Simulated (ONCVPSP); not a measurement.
**Building the ONCV potential for zinc (Zn) (PBE, scalar-relativistic).**

```json
{"Element": "zinc (Zn)", "Generator": "ONCVPSP 4.0.1", "Type": "optimised norm-conserving Vanderbilt (ONCV)", "Functional": "PBE", "Relativity": "scalar-relativistic", "Frozen core": "[Ne]", "Valence charge": "20", "Reference configuration": "3s2 3p6 3d10 4s1.5 (charge +0.5)", "Partial waves": "3s+4s: rc 0.90 bohr, ncon 4, nbas 7, qcut 12.6 1/bohr, 2 projectors; 3p: rc 0.65 bohr, ncon 5, nbas 10, qcut 13.1 1/bohr, 2 projectors, debl 2.4 Ha; 3d: rc 1.40 bohr, ncon 4, nbas 9, qcut 10.1 1/bohr, 2 projectors, debl 1.5 Ha", "Local potential": "polynomial inside 0.55 bohr (lpopt 5, dvloc0 1 Ha)", "Core correction": "Teter function, fcfact 2.75, rcfact 1.4"}
```

In the p channel the program set the typed energies aside and used -3.235, 0.250 Ha.

- Cutoffs needed: 103 Ha and 624 Ha (the cutoffs (Ha) at which the residual kinetic energy of the hardest occupied pseudo-wave falls to 1 and 0.1 mHa per electron)
- Ghost test: no bound ghost flagged; GHOST(+) flags only above 600 eV
- Largest excitation error: -272 meV (all-electron minus pseudo) for 3s2 3p5 3d10 4s2, out of 4 test configurations
- rms error of d²Exc/dni dnj: 1.59 mHa without and 0.53 mHa with the model core
